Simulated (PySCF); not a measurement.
Magnetisability: `COC(C)(F)OC`, C4H9FO2

Molfile (atoms numbered from 1):
```
C4H9FO2
     RDKit          3D

 16 15  0  0  0  0  0  0  0  0999 V2000
    2.1346    0.9776   -0.1384 C   0  0  0  0  0  0  0  0  0  0  0  0
    1.4851   -0.2858   -0.2535 O   0  0  0  0  0  0  0  0  0  0  0  0
    0.1932   -0.3327    0.1635 C   0  0  0  0  0  0  0  0  0  0  0  0
   -0.3464   -1.7358   -0.0905 C   0  0  0  0  0  0  0  0  0  0  0  0
    0.1686   -0.1335    1.5687 F   0  0  0  0  0  0  0  0  0  0  0  0
   -0.5258    0.7013   -0.3932 O   0  0  0  0  0  0  0  0  0  0  0  0
   -1.9041    0.7644   -0.0741 C   0  0  0  0  0  0  0  0  0  0  0  0
    2.0624    1.3532    0.8843 H   0  0  0  0  0  0  0  0  0  0  0  0
    3.1737    0.7888   -0.3956 H   0  0  0  0  0  0  0  0  0  0  0  0
    1.6954    1.6992   -0.8287 H   0  0  0  0  0  0  0  0  0  0  0  0
   -0.5126   -1.8596   -1.1562 H   0  0  0  0  0  0  0  0  0  0  0  0
    0.4012   -2.4465    0.2470 H   0  0  0  0  0  0  0  0  0  0  0  0
   -1.2691   -1.8907    0.4601 H   0  0  0  0  0  0  0  0  0  0  0  0
   -2.0602    0.6905    1.0046 H   0  0  0  0  0  0  0  0  0  0  0  0
   -2.2368    1.7395   -0.4235 H   0  0  0  0  0  0  0  0  0  0  0  0
   -2.4668   -0.0210   -0.5860 H   0  0  0  0  0  0  0  0  0  0  0  0
  1  2  1  0
  2  3  1  0
  3  4  1  0
  3  5  1  0
  3  6  1  0
  6  7  1  0
  1  8  1  0
  1  9  1  0
  1 10  1  0
  4 11  1  0
  4 12  1  0
  4 13  1  0
  7 14  1  0
  7 15  1  0
  7 16  1  0
M  END
```

Theory: GIAO PBE0/pcSseg-1 magnetisability, rotational g tensor and spin-rotation constants, non-relativistic, gas phase in PySCF. Geometry: GFN2-xTB.

Problem. How diamagnetic is it, and how anisotropic?

Solution. Isotropic -1095 × 10⁻³⁰ J/T², or -65.9 × 10⁻⁶ cm³/mol; principal values -1165, -1082, -1037 × 10⁻³⁰ J/T², anisotropy 112 × 10⁻³⁰ J/T² (root of half the summed squared differences of the principal values). The susceptibility is in cgs units.

Problem. Split it along the inertial axes a, b, c into diamagnetic and paramagnetic parts about the centre of mass, with the quadrupole moment.

Solution. 
| axis | χ (10⁻⁶ cm³/mol) | diamagnetic (10⁻⁶ cm³/mol) | paramagnetic (10⁻⁶ cm³/mol) | summed x² of all electrons (Å²) | quadrupole Θ (D Å) |
| --- | --- | --- | --- | --- | --- |
| a | -67.8 | -424.5 | 356.7 | 111.6 | +7.01 |
| b | -65.6 | -631.2 | 565.6 | 62.9 | -0.04 |
| c | -64.3 | -740.3 | 676.0 | 37.2 | -6.97 |

Anisotropies 2χaa − χbb − χcc = -5.7 and 2χbb − χaa − χcc = +0.8 × 10⁻⁶ cm³/mol. Θ is traceless in Buckingham's convention.

Problem. And the rotational g tensor?

Solution. 
```csv
axis,rotational constant (GHz),g,nuclear part,electronic part
a,3.6073,-0.0138,0.5907,-0.6045
b,2.2580,-0.0066,0.5934,-0.6000
c,1.9330,-0.0031,0.6108,-0.6139
```
Asymmetric top; isotopes 12C, 19F, 1H, 16O; no vibrational averaging.
